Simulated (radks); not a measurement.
Initial-state core-level shifts of the xenon ion Xe2+ when its valence configuration changes from [Kr] 4d10 5s2 5p4. Calculated with a radial shooting solver on a logarithmic mesh with Libxc functionals: scalar-relativistic Kohn-Sham, LDA (Slater exchange, Perdew-Wang correlation), spin-polarised, spherical densities, point nucleus; open shells are filled with parallel spins first (spin-orbit coupling, left out, can overturn this in heavy ions). Shifts are changes of the shell-averaged eigenvalues in eV (positive: less bound).

| valence | 1s | 2p | 3s | 4s |
|---|---|---|---|---|
| 4d10 5p6 | -2.785 | -2.758 | -2.825 | -2.734 |
| 4d10 5s1 5p5 | -1.384 | -1.370 | -1.405 | -1.364 |
| 4d9.5 5s2 5p4.5 | -5.171 | -5.470 | -5.156 | -4.225 |
| 4d9 5s2 5p5 | -10.386 | -10.997 | -10.348 | -8.432 |
| 4d8 5s2 5p6 | -20.954 | -22.228 | -20.840 | -16.801 |
| 4d9.5 5s0.5 5p6 | -7.214 | -7.497 | -7.235 | -6.232 |
| 4d8.5 5s1.5 5p6 | -16.298 | -17.232 | -16.242 | -13.263 |
